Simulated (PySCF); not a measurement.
C8H11PS.
Numbering: `[S:1]=[P:2]1([CH:3]2[CH2:4][CH2:5]2)[CH:6]=[CH:7][CH2:8][CH:9]=[CH:10]1`

Structure used (GFN2-xTB), in Å, numbered top down from 1:
```
atom  x, y, z in Å
S1     0.888    0.168   -2.346
P2     0.250    0.077   -0.513
C3     1.558    0.140    0.760
C4     2.814   -0.630    0.466
C5     2.828    0.858    0.407
C6    -0.698   -1.408   -0.148
C7    -2.016   -1.391    0.013
C8    -2.888   -0.181    0.062
C9    -2.213    1.150    0.078
C10   -0.914    1.379   -0.077
H11    1.193    0.183    1.779
H12    2.861   -1.161   -0.475
H13    3.309   -1.132    1.285
H14    2.883    1.312   -0.574
H15    3.331    1.413    1.184
H16   -0.147   -2.339   -0.195
H17   -2.549   -2.327    0.139
H18   -3.564   -0.211   -0.804
H19   -3.537   -0.254    0.944
H20   -2.884    1.985    0.247
H21   -0.514    2.386   -0.077
```

Definitions: NICS(0) = −σiso at the ring centroid; NICS(1) = −σiso and NICS(1)zz = −σzz at ±1 Å along the ring normal z. Level: GIAO PBE0/pcSseg-1 (PySCF, non-relativistic, gas phase) on the GFN2-xTB geometry, one conformer.

Rings: 1. P2–C6–C7–C8–C9–C10; 2. C3–C4–C5.

| set | NICS(0) | NICS(1), two faces | NICS(1)zz, two faces |
| --- | --- | --- | --- |
| P | 1.0 | -1.9 / -0.8 | 1.1 / 3.2 |
| Q | -45.7 | -11.2 / -8.8 | -27.6 / -24.8 |

Question: Which set (ppm) belongs to which ring?

Answer: P = 1, Q = 2.
- 1 (6-membered ring with P; formal bonds 2 double, 4 single): mean NICS(1)zz 2.2 ppm, near zero. P2, C8 have four or more neighbours, and the NICS criterion for π rings isn't applied.
- 2 (3-membered carbocycle; formal bonds all single): mean NICS(1)zz -26.2 ppm, shielded. C3, C4, C5 have four or more neighbours; no verdict on aromaticity is drawn.

Question: How do the rings differ in shape?

Answer: 
```
ring                          bond lengths (Å)  rms pucker (Å)  HOMA  nearest outside atom to a NICS(1) probe (Å)
   1  1.800, 1.327, 1.493, 1.493, 1.328, 1.800            0.08     –                                hydrogen 2.01
   2                       1.503, 1.489, 1.501            0.00     –                                hydrogen 1.44
```
